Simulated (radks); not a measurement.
Excited configurations of S III: one electron is placed in a higher orbital outside [Ne] 3s2 3p1. The ground configuration is [Ne] 3s2 3p2. All-electron calculation, non-relativistic Kohn-Sham, LDA (Slater exchange, Perdew-Wang correlation), spin-polarised, spherical densities, point nucleus; open shells are filled with parallel spins first. Program: a radial shooting solver on a logarithmic mesh with Libxc functionals. Excitation = E - E(ground); binding = E(ion) - E, where the ion is the core of charge +3; n* = 3/sqrt(2 binding) in atomic units, and the quantum defect is n - n*.

\begin{tabular}{lrrrrrr}
outer orbital & excitation (eV) & binding (eV) & n* & quantum defect & eigenvalue (eV) & <r> (bohr) \\ \hline
4s & 17.827 & 17.108 & 2.675 & 1.325 & -14.604 & 3.714 \\
4p & 20.846 & 14.088 & 2.948 & 1.052 & -11.924 & 4.198 \\
5p & 26.960 & 7.974 & 3.919 & 1.081 & -6.854 & 7.611 \\
5d & 28.747 & 6.187 & 4.449 & 0.551 & -5.275 & 9.201 \\
5f & 29.578 & 5.357 & 4.781 & 0.219 & -4.475 & 9.641 \\
6d & 30.730 & 4.204 & 5.397 & 0.603 & -3.631 & 14.05 \\
6f & 31.169 & 3.765 & 5.703 & 0.297 & -3.213 & 14.74 \\
7s & 30.985 & 3.949 & 5.568 & 1.432 & -3.460 & 16.01 \\
7d & 31.892 & 3.043 & 6.344 & 0.656 & -2.651 & 19.87 \\
7f & 32.154 & 2.781 & 6.636 & 0.364 & -2.404 & 20.81 \\
\end{tabular}

The Delta-SCF ionisation energy is 34.935 eV (NIST Atomic Spectra Database: 34.86 eV, semi-empirical). Self-interaction in the functional shifts the binding energies and quantum defects, so they are the method's values and not measured ones. Open shells are spherical and high-spin; term and fine-structure splittings are not resolved.
